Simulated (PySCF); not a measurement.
Compound: C6H9N3.
Z-matrix (Å and degrees, PBE0-D3(BJ)/def2-SVP geometry), rows numbered from 1:
```
C 
C   1  1.4876
N   2  1.3314  1  122.59
N   3  1.3119  2  103.87  1   179.81
N   4  1.3142  3  116.67  2     0.03
C   5  1.3310  4  103.71  3    -0.03
C   6  1.4733  2  129.02  1     0.25
C   7  1.5074  6  119.84  2  -145.45
C   8  1.4919  7   60.34  6  -109.05
H   1  1.1015  2  111.50  3  -116.58
H   1  1.0977  2  109.75  3     3.30
H   1  1.1011  2  111.50  3   123.34
H   4  1.0120  3  121.69  2   179.90
H   7  1.0930  6  113.80  2    -0.20
H   8  1.0931  7  116.03  9   108.39
H   8  1.0931  7  117.93  9  -109.04
H   9  1.0930  7  116.14  8  -108.41
H   9  1.0931  7  117.83  8   108.99
```

Computed, not measured: TDDFT wB97X-D/def2-SVPD, vertical, gas phase, core orbitals frozen in the response in PySCF.

Kohn–Sham orbitals with the atoms that hold most of them (Löwdin shares over 4%, at most four atoms; ? is withheld):

```json
{"orbital": "LUMO+2", "ε (eV)": "2.92", "atoms": "C2 13%, C9 11%, C8 9%, N3 8%"}
{"orbital": "LUMO+1", "ε (eV)": "2.46", "atoms": "C1 22%, H14 13%, C7 9%, H12 9%"}
{"orbital": "LUMO", "ε (eV)": "?", "atoms": "?"}
{"orbital": "HOMO", "ε (eV)": "-8.70", "atoms": "N4 20%, C6 18%, C2 16%, C7 11%"}
{"orbital": "HOMO-1", "ε (eV)": "-9.86", "atoms": "?"}
{"orbital": "HOMO-2", "ε (eV)": "-10.37", "atoms": "N3 39%, N5 12%, C8 11%, C9 11%"}
{"orbital": "HOMO-3", "ε (eV)": "-10.48", "atoms": "N5 36%, C8 14%, C9 14%, C6 7%"}
```

(1) Which atoms hold the LUMO, and with what shares?

(2) Give the leading atoms of the HOMO-1.

(3) What is the LUMO energy, and the HOMO–LUMO gap?

## Answers

(1) N5 (bonded to C and N) 26%; N3 (bonded to C and N) 22%; N4 (bonded to 2 N and H) 19%; C6 (bonded to 2 C and N) 12%. By element: nitrogen 68%, carbon 12% or more.

(2) N3 (bonded to C and N) 29%; N5 (bonded to C and N) 27%; C2 (bonded to 2 C and N) 14%; N4 (bonded to 2 N and H) 10%. By element: nitrogen 67%, carbon 14% or more.

(3) ε(LUMO) = 1.75 eV; the gap is 10.45 eV (0.3842 hartree).

Task: The HOMO–LUMO gap is 10.45 eV. Where does the response calculation put the lowest singlet, and from which orbitals?

Result: S1 is at 6.18 eV (f = 0.147), 4.27 eV below the gap, made of HOMO→LUMO (94%). 

Next come S2 at 6.59 eV (f 0.0000), HOMO-2→LUMO (58%), HOMO-3→LUMO (39%); S3 at 7.21 eV (f 0.039), HOMO-1→LUMO (52%), HOMO→LUMO+2 (29%), HOMO→LUMO+5 (14%); S4 at 7.29 eV (f 0.012), HOMO-3→LUMO (28%), HOMO-4→LUMO (26%), HOMO→LUMO+1 (22%); S5 at 7.31 eV (f 0.0019), HOMO→LUMO+1 (62%), HOMO-3→LUMO (10%), HOMO-4→LUMO (9%).

Löwdin shares depend on the basis, the more so with diffuse functions.

One conformer stands for the species.
